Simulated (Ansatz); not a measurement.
```tsv
atom	x (Å)	y (Å)	z (Å)
Al	0.0000	0.0000	-0.1096
H	0.0000	0.0000	1.4247
```

Basis set: def2-TZVP (spherical functions). Left uncorrelated: 5 orbitals. Charge 0, multiplicity 1.

Computed with Ansatz (development build ahead of 0.2.0); each method stands on the lowest determinant of its kind that the runs found. Restricted open shells among the atoms or ions are ROHF, correlated in semicanonical orbitals with singles.

(1) Give the atomization energy at this shape (free ground-state atoms in the same class of orbitals less the molecule, no zero-point energy) of singlet AlH by RHF-MP2, RHF.

Answers

(1)

```tsv
method	atomization energy
RHF-MP2	2.82 eV
RHF	2.30 eV
```
